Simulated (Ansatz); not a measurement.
Basis sets compared for Si(NMe2)H3 (C₂H₉NSi). Total charge 0; singlet. Geometry PBE0-D4/def2-SVP. Ansatz on 4 threads of Intel Xeon on a shared host; times are rough, and most runs start from earlier orbitals.

```csv
atom,x (Å),y (Å),z (Å)
Si1,-0.890,-0.694,1.198
N2,-0.099,0.111,-0.121
C3,0.238,-0.595,-1.331
C4,0.651,1.323,0.087
H5,0.111,0.059,-2.214
H6,-0.421,-1.466,-1.471
H7,1.285,-0.962,-1.345
H8,0.294,1.853,0.983
H9,1.739,1.146,0.214
H10,0.531,2.010,-0.772
H11,-1.929,-1.604,0.628
H12,-1.512,0.349,2.069
H13,0.000,-1.532,2.076
```

Binding counts from free atoms (Si triplet, N quartet, C triplet, H doublet) in the same basis, without a counterpoise term.

```json
{"level": "HF/STO-3G", "functions": "33", "energy (Eh)": "-419.3956", "HOMO (eV)": "-7.06", "LUMO (eV)": "13.06", "binding per atom (eV)": "3.38", "wall time": "0.88 s"}
{"level": "HF/6-31G", "functions": "58", "energy (Eh)": "-424.2189", "HOMO (eV)": "-9.29", "LUMO (eV)": "4.14", "binding per atom (eV)": "2.44", "wall time": "1.9 s"}
{"level": "PBE-D4/def2-SVP", "functions": "105", "energy (Eh)": "-425.3405", "HOMO (eV)": "-4.92", "LUMO (eV)": "0.14", "binding per atom (eV)": "3.68", "wall time": "3.6 s"}
{"level": "PBE0-D4/def2-SVP", "functions": "105", "energy (Eh)": "-425.3961", "HOMO (eV)": "-6.26", "LUMO (eV)": "1.02", "binding per atom (eV)": "3.64", "wall time": "4.9 s"}
```

**Question.** Estimate the rows for PBE-D4/def2-TZVP, PBE0-D4/def2-TZVP (with forces).

**Answer.** 
```csv
level,functions,energy (Eh),HOMO (eV),LUMO (eV),binding per atom (eV),wall time
PBE-D4/def2-TZVP,184,-425.5959,-5.07,-0.31,3.67,6 s
PBE0-D4/def2-TZVP (with forces),184,-425.6467,-6.36,0.53,3.63,8.6 s
```
